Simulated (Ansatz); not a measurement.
C2H4NSi, SMILES `C#C[N+][SiH3]` (excited singlet) (charge 1, multiplicity 1). This singlet is an excited state, 0.95 eV above the relaxed triplet at the level B3LYP/cc-pVTZ // B3LYP-D3(BJ)/def2-TZVP (Ansatz, a quantum-chemistry and plane-wave program).

Cartesian coordinates (Å):
```xyz
8

C      2.1624     1.2957     0.7782
C      1.0347     0.7396     0.2911
N      0.1171     0.0717    -0.0074
Si    -1.2830    -0.9630    -0.5157
H      2.4779     2.3115     0.5469
H     -0.6596    -1.5717    -1.7067
H     -1.4869    -1.8737     0.6166
H     -2.3627    -0.0101    -0.7952
```
Charge +1, spin multiplicity 1.

Frozen-core energies in 6-31g from Ansatz at a geometry from B3LYP-D3(BJ)/def2-TZVP; the HF reference has <S^2> = 0.00 (restricted, and unstable towards unrestricted orbitals) and the T1 diagnostic is 0.021.

| level | energy (Ha) |
|---|---|
| HF | -420.92422 |
| MP2 | -421.24126 |
| CCSD | -421.27558 |
| CCSD(T) | -421.28899 |

Question: Estimate the energies of CCSDT and CCSDT(Q), and give each level's difference from CCSDT(Q).

Answer: 
| level | energy (Ha) | difference from CCSDT(Q) (mHa) |
|---|---|---|
| MP2 | -421.24126 | 51.59 |
| CCSD | -421.27558 | 17.26 |
| CCSD(T) | -421.28899 | 3.86 |
| CCSDT | -421.29085 | 2.00 |
| CCSDT(Q) | -421.29285 | 0.00 |
